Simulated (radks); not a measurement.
Removal energies from the palladium ion Pd7+, [Kr] 4d3, by Delta-SCF beside the eigenvalue of the level emptied. All-electron calculation, non-relativistic Kohn-Sham, PBE, spin-polarised, spherical densities, point nucleus. Program: a radial shooting solver on a logarithmic mesh with Libxc functionals. Open shells are filled with parallel spins first.

| removed from | final configuration | Delta-SCF (eV) | -eigenvalue (eV) |
|---|---|---|---|
| 4d | [Kr] 4d2 | 122.44 | 112.87 |
| 4p | [Ar] 3d10 4s2 4p5 4d3 | 171.44 | 161.20 |
| 4s | [Ar] 3d10 4s1 4p6 4d3 | 202.91 | 192.26 |
| 3d | [Ar] 3d9 4s2 4p6 4d3 | 477.11 | 453.44 |
